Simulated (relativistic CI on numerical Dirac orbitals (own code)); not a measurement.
**What each ingredient does to the levels of Bi⁷⁵⁺**

Base calculation: Dirac-Coulomb-Breit CI, separate exchange-only KLI orbitals for each configuration, a model potential for QED, unscaled Slater integrals.

Configuration list (outside the closed core 1s2): 2s²2p⁴, 2s2p⁵, 2p⁶, 2s²2p³3s, 2p⁵3s, 2s²2p³3p, 2p⁵3p, 2p⁵3d, 2s²2p³3d, 2s2p⁴3s, 2s2p⁴3p, 2s2p⁴3d, 2s²2p³4s, 2s²2p³4p, 2s²2p³4d, 2s²2p³4f. Levels of other configurations are missing.

The lowest level and the first level of each name with at least 55 % of one term (blank where a level has no safe partner in the second run):

```tsv
Level	Base (eV)	Shift (eV)
2s²2p⁴ ³P2	0.0	0.0
2s²2p⁴ ¹S0	72.8	-5.8
2s²2p⁴ ³P1	2397.6	+1.5
2s²2p⁴ ¹D2	2416.2	-1.5
2s2p⁵ ³P°2	2888.9	+2.9
2s2p⁵ ¹P°1	2989.3	-6.5
2s²2p⁴ ³P0	4849.2	-1.2
2s2p⁵ ³P°0	5302.0	+3.0
2s2p⁵ ³P°1	5343.4	-2.0
2p⁶ ¹S0	5922.8	-1.8
2s²2p³3p ³P0	11786.3	-6.3
2s²2p³3d ³P°0	11877.4	-1.1
2s²2p³3s ³S°1	13279.3	+2.3
2s²2p³3s ³D°3	13289.3	-0.3
```

At this charge energies of transitions that change n are usually good to better than 1 %, and those within a shell (Δn = 0) to a few per cent.

**Question.** One thing was changed in a second run, which moved the levels as shown. Which?
A. Breit term removed
B. configuration mixing switched off
C. valence Slater integrals scaled by 0.9
D. QED terms removed
E. non-relativistic limit

**Answer.** C. Valence Slater integrals scaled by 0.9. Scaling acts on the splittings between terms and on the mixing, and leaves the fine structure of pure LS terms nearly alone; in jj coupling it moves the levels of one term differently.

LS names give the leading component of a level, which can be under half, so a name can repeat, a term be missing and a line seem to break the LS rules.
